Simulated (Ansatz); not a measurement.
# Cl3HHfS: where a starting geometry ends

The starting geometry of this gas-phase singlet is a saddle point at PBE0-D4/def2-SVP, pushed by 0.25 Å along its imaginary mode.

```
atom    x (Å)    y (Å)    z (Å)
  Cl  -1.8709  -1.3299   1.3019
  Cl   1.5289  -1.1009  -0.5102
  Cl   1.0846   0.6068   2.8428
  Hf   0.0130  -0.0220   0.8810
   S  -0.7428   1.9875  -0.2655
   H  -2.0524   1.6657   0.0403
```

Question: Predict what it relaxes into with PBE0-D4/def2-SVP.

Answer: It keeps its bonds.

The energy falls by 0.03 eV over 17 steps:

```
step  E − E(last) (eV)
   1             0.029
   3             0.017
   5             0.014
   6             0.012
   8             0.008
  10             0.004
  12             0.002
  13             0.001
  15             0.000
  17             0.000
```

Final geometry (Å):

```xyz
6

Cl   -1.7944   -1.5509    1.2857
Cl    1.6134   -1.1051   -0.5127
Cl    0.8116    0.7505    2.7989
Hf   -0.0293   -0.1043    0.7964
S    -0.8815    1.7296   -0.5241
H    -1.7594    2.0875    0.4461
```

Frequencies at the end are all real (lowest 74 cm⁻¹). Atoms past krypton carry core potentials, without spin–orbit terms. Run with Ansatz 0.2.0, 51 s on 2 threads of Arm Neoverse V2, with other jobs on the host.
